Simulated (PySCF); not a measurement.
Worked example: oscillator strength and radiative lifetime

C2H7NSi3, SMILES C#C[SiH]1[SiH2]N[SiH2]1.

The structure is a stationary point at B3LYP-D3(BJ)/def2-SVP. The structure was generated by enumeration, and PubChem lists no compound with its InChIKey, so it may never have been made.

PySCF with TDA-PBE/def2-SVPD puts the first singlet state with f over 0.02 at 4.78 eV (vertical), with the transition dipole (0.000, 0.000, -0.475) in atomic units.

Q: Find the oscillator strength, the wavelength and the radiative lifetime that this transition would have in vacuum if emission retraced absorption.

A: 
|μ|² = 0.2256 au, so |μ| = 1.21 D. ΔE = 4.78/27.211 = 0.1757 hartree. f = (2/3) ΔE |μ|² = 0.026 (the program prints 0.026).
λ = 1239.84/4.78 = 259 nm; ν = 38553 cm⁻¹.
Einstein's coefficient A = 0.6670 ν² f s⁻¹ (ν in cm⁻¹) = 2.6e7 s⁻¹, so τ = 1/A = 38 ns. This state is S2; the lower singlet has f = 0.001. The figure is the radiative limit of this one transition; relaxation, internal conversion, crossing to triplets and a medium change what is measured.
